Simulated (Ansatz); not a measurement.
System: sum formula SiNH (charge 0, singlet). 
Geometry from a B3LYP-D3(BJ)/def2-TZVP (Ansatz, an electronic-structure program) optimisation:
```xyz
3

H      0.0000     0.0000    -1.9406
N      0.0000     0.0000    -0.9406
Si     0.0000     0.0000     0.6089
```
Charge 0, spin multiplicity 1.

Question: Give the harmonic wavenumbers at B3LYP-D3(BJ)/def2-TZVP (Ansatz, finite differences of forces, unscaled).

Answer: 540, 540, 1238, 3736 cm⁻¹. Zero-point energy 8.7 kcal/mol.

Question: From these and the geometry, give the ideal-gas thermochemistry at 298.15 K and 1 atm (rigid rotor, harmonic oscillator).

Answer: Point group C∞v, rotational symmetry number 1. Rotational constants 19.06, 19.06 GHz. S(trans) 37.21, S(rot) 13.49, S(vib) 1.16, S(elec, spin only) 0.00, S 51.9 cal/(mol K). H(298) - H(0) 2.33 kcal/mol; G - E(el) -4.5 kcal/mol.
